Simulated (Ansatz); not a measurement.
CH6NPSi can be A, `C1NP[SiH2]1`, or B, `P[SiH]1CN1`.

Gas-phase electronic energies from Ansatz, PBE0-D4/def2-TZVP geometries. CCSD(T)/CBS is the MP2 limit (def2-TZVPP, def2-QZVPP) plus CCSD(T) − MP2 in def2-TZVPP, frozen cores. Functionals use def2-TZVPP. B3LYP here is the variant with VWN-RPA as its local correlation; programs differ in this. Each species was taken in one conformer, which may not be the lowest.

A:

Z-matrix (Å, degrees):
```
C
Si 1 1.900
N 1 1.466 2 91.6
H 1 1.094 2 118.7 3 117.5
H 1 1.100 2 110.6 3 -115.8
P 2 2.263 1 77.1 3 20.6
H 2 1.487 1 118.5 3 138.9
H 2 1.486 1 113.6 3 -90.3
H 3 1.012 1 117.6 2 -167.1
H 6 1.446 2 89.9 1 84.0
```

B:

Z-matrix (Å, degrees):
```
Si
C 1 1.830
N 1 1.724 2 49.7
P 1 2.235 2 125.1 3 102.3
H 1 1.484 2 117.0 3 -107.2
H 2 1.090 1 117.6 3 107.6
H 2 1.087 1 123.8 3 -101.2
H 3 1.009 1 125.3 2 -107.8
H 4 1.419 1 92.1 2 -43.5
H 4 1.422 1 93.1 2 -137.4
```

**Question.** Which isomer does CCSD(T)/CBS put lower? Give the gap. (Estimate.)

**Answer.** The calculation gave: A, by 14.5 kJ/mol.

**Question.** Give E(B) − E(A) in kJ/mol with B2PLYP, B3LYP-D4, BLYP-D4, r2SCAN-D4, B3LYP, MP2/def2-TZVPP, CCSD(T)/def2-SVP. (Best estimate.)

**Answer.** The calculation gave: B2PLYP 11.3, B3LYP-D4 13.5, BLYP-D4 10.0, r2SCAN-D4 4.6, B3LYP 9.2, MP2/def2-TZVPP 12.8, CCSD(T)/def2-SVP 18.1. None reverses the order clearly.

**Question.** Does the order hold for the free energy at 298.15 K (harmonic terms from PBE0-D4)? (Best estimate.)

**Answer.** The calculation gave: Yes: G(B) − G(A) = +7.3 kJ/mol, for one conformer each.

Largest T1 diagnostic: 0.014.

In def2-TZVPP, CCSD(T) changes the Hartree–Fock value by −7.9 kJ/mol (the triples alone add −1.3 kJ/mol) and MP2 by −8.0 kJ/mol. From BLYP to BHLYP (50 % exact exchange), in def2-TZVPP and without D4, E(B) − E(A) moves by +12.9 kJ/mol.
